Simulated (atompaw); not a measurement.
**Before and after: PAW (atompaw) potential for Ir**

atompaw 4.2.0.5 input, output lines left out:

```
Ir 77
GGA-PBE scalarrelativistic loggrid 2001 logderivrange -9 5 351
6 6 5 4 0 0
6 1 0
5 2 7
0 0 0
c
c
c
c
v
v
c
c
c
v
v
c
c
v
c
2
1.70 1.35 1.35 1.70
n
n
y
0.65
n
custom polynom2 7 10 vanderbiltortho sinc
3 0.5 ultrasoft
1.45
1.70
1.25
1.70
1.70
1.55
```

All-electron outer shells of the reference configuration (PBE, scalar-relativistic, ld1.x):

| shell | level (eV) | outermost node (bohr) | outermost maximum (bohr) |
| --- | --- | --- | --- |
| 4d | -290.99 | 0.21 | 0.42 |
| 5s | -97.99 | 0.50 | 0.89 |
| 4f | -62.19 | – | 0.39 |
| 5p | -54.70 | 0.54 | 1.01 |
| 5d | -7.15 | 0.59 | 1.29 |
| 6s | -6.33 | 1.17 | 2.38 |
| 6p | -1.22 | 1.39 | 3.47 |

Change: all radii scaled by about 1.20 (s 1.74, p 1.50, d 2.06 bohr); local potential ultrasoft scheme with l = 3 at 0.5 Ry, radius 1.62 bohr; augmentation sinc compensation charge, radius 1.62 bohr; PAW radius 2.06 bohr; waves and projectors: custom polynom2 7 10 vanderbiltortho; core correction smooth core density matched at 2.06 bohr.

Cutoffs: the cutoffs (Ry, on a coarse ladder) from which the occupation-weighted sum of valence levels, in a spherical-Bessel basis at the reference potential, stays within 10 and 1 mRy of its value at 400 Ry; they do not see the model core or the augmentation charge, which bear on the density cutoff.

Task: What does the change do?

Result: The potential gets softer (80 Ry and 300 Ry → 35 Ry and 200 Ry); neither file shows a bound ghost. A larger radius leaves more room for a smooth pseudo-wave, so fewer plane waves are needed.

| quantity | base | changed |
| --- | --- | --- |
| cutoff, loose | 80 Ry | 35 Ry |
| cutoff, tight | 300 Ry | 200 Ry |
| loose cutoff by channel (10 mRy a level) | s 18 Ry, p 25 Ry, d 21 Ry | s 18 Ry, p 21 Ry, d 18 Ry |
| bound ghosts | none | none |
| lowest overlap eigenvalue by channel | s 0.51, p 0.71, d 1.00 | s 0.53, p 0.70, d 1.00 |

 The cutoffs see the waves, projectors and local potential, not the compensation charge or the core.
